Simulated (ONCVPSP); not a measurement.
Potentials for Cu compared

Generated with ld1.x 7.5 (TM, RRKJ, ultrasoft, PAW), atompaw 4.2 or ONCVPSP 4.0.1. The cutoff is in Ry: for ld1.x and atompaw files where the sum of valence levels is converged to 10 mRy in a Bessel basis, for ONCV files where the hardest occupied wave has 1 mHa per electron of residual kinetic energy. The error is the largest all-electron minus pseudo excitation energy over each file’s own four to seven test configurations (ionisations up to +4, promotions, holes and added fractions of an electron), all of which were solved. The labels leave out finer settings (local radius, basis sizes, second energies), which also bear on the numbers. Spin-polarised tests are not counted. The rows are a selection from randomly drawn settings: files with unsolved tests, undetermined cutoffs or missed reference levels are left out.

| potential | cutoff (Ry) | largest error (meV) | bound ghosts |
| --- | --- | --- | --- |
| ONCV, PBE, non-relativistic, rc 0.90/1.25/1.60 (spd), local smoothed, core correction yes, reference 3s2 3p6 3d10 4p1, qcut 13/12.6/10.2, projectors 3/2/2 | 131 | +52 | none |
| ONCV, PBE, scalar-relativistic, rc 0.95/1.00/1.30 (spd), local smoothed, core correction no, reference 3s2 3p6 3d10 4s0.5, qcut 13/12.7/12.3, projectors 2/1/2 | 125 | +30 | none |
| ONCV, LDA (Perdew-Zunger), scalar-relativistic, rc 1.35/0.75/0.75 (spd), local smoothed, core correction yes, reference 3s2 3p6 3d9 4s2, qcut 11.2/12.9/14, projectors 3/3/2 | 720 | +4.0 | none |
| ONCV, LDA (Perdew-Zunger), fully relativistic, rc 1.20/0.65/1.55 (spd), local smoothed, core correction yes, reference 3s2 3p6 3d9 4s2, qcut 10.2/10.9/8, projectors 2/2/2 | 328 | +144 | none |
| ONCV, PW91, scalar-relativistic, rc 0.95/0.75/1.20 (spd), local smoothed, core correction yes, reference 3s2 3p6 3d10, qcut 11.4/12/15, projectors 2/1/2 | 157 | +27 | none |

(1) Fill in the row for Cu: ONCV, PBE, fully relativistic, rc 0.70/1.20/1.35 (spd), local smoothed, core correction no, reference 3s2 3p6 3d10 4p1, qcut 12.1/13.9/13.9, projectors 1/2/2.

(2) Fill in the row for Cu: ONCV, PBEsol, scalar-relativistic, rc 1.10/0.70/1.50 (spd), local smoothed, core correction yes, reference 3s2 3p6 3d10, qcut 10.2/9.8/9.8, projectors 2/2/3.

Results:

(1) cutoff 162 Ry, largest error +167 meV, bound ghosts: none.

(2) cutoff 407 Ry, largest error +240 meV, bound ghosts: none.
